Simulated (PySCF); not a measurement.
# How methods differ on the ionisation energy of Mg¹⁰⁺

Mg¹⁰⁺ 1s2 → Mg¹¹⁺ 1s1 [1s1/2^1, M_J = 1/2], as a difference of total energies. Computed with PySCF 2.14 in an even-tempered Gaussian basis (16 s from 5.7 bohr⁻², ratio 2.4; 8 p from 7.5 bohr⁻², ratio 2.4; 3 d from 25 bohr⁻², ratio 2.6; 3 f from 37 bohr⁻², ratio 2.6), with the two-component X2C-1e Hamiltonian. Correlated levels: nothing frozen; the 30 highest virtual spinors dropped. "Screened" scales the spin-orbit matrix elements by Boettger's factors to mimic the two-electron term; Breit and QED terms are absent.

| method | ionisation energy (eV) | difference from reference (eV) |
| --- | --- | --- |
| GHF (screened spin-orbit) | 1761.1 | -0.7 |
| GMP2 (screened spin-orbit) | 1762.3 | +0.5 |

Reference: 1761.8 eV (theoretical estimate listed by NIST; NIST Atomic Spectra Database, ionization energies).
